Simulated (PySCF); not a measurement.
Start geometry of `C=C[C@H](Cl)[SiH2]Cl` from a GFN2-xTB structure with every atom displaced at random (by about 0.01 Å) (Å):
```
atom  x, y, z in Å
C1     1.997    0.582    0.005
C2     1.020   -0.261   -0.310
C3    -0.181   -0.519    0.535
Cl4   -0.313   -2.292    0.789
Si5   -1.807    0.085   -0.261
Cl6   -1.649    2.085   -0.496
H7     1.966    1.163    0.923
H8     2.822    0.804   -0.662
H9     1.059   -0.807   -1.215
H10   -0.017   -0.096    1.549
H11   -1.969   -0.556   -1.539
H12   -2.888   -0.217    0.673
```

What comes out of this run: PBE0-D3(BJ)/def2-SVP geometry optimisation, gas phase in PySCF?

```
atom  x, y, z in Å
C1     1.855    0.879    1.044
C2     0.925   -0.036    0.765
C3    -0.247   -0.317    1.632
Cl4   -0.501   -2.101    1.844
Si5   -1.897    0.273    0.908
Cl6   -1.805    2.329    0.672
H7     1.839    1.453    1.976
H8     2.662    1.096    0.339
H9     0.964   -0.592   -0.179
H10   -0.111    0.106    2.639
H11   -2.104   -0.359   -0.421
H12   -2.998   -0.049    1.853
```

The energy falls by 0.135 eV over 6 energy and gradient evaluations, the largest force component goes from 0.0257 to 2.4e-04 Eh/bohr, and the atoms move by 0.052 Å rms after alignment. The bond that changes most is Si5–Cl6 (chlorine-bound silicon to silicon-bound chlorine), which lengthens by 0.052 Å. Bonds longer at the end by more than 0.005 Å: 8 of 11; shorter: 3. Among the angles that change most is Cl4–C3–Si5, from 108.0° to 103.3°. Rotational constants go from 2568, 1163, 839.1 to 2495, 1168, 833.3 MHz. The orientation of the end geometry is arbitrary; only internal coordinates are fixed.

The run used 126 basis functions and 39 SCF cycles in all. On Arm Neoverse V1, one thread, on a shared host, this took 50 s of wall time and 0.52 GiB of memory at its peak.

Stationary, but not proved a minimum. The numbers are those of one conformer.
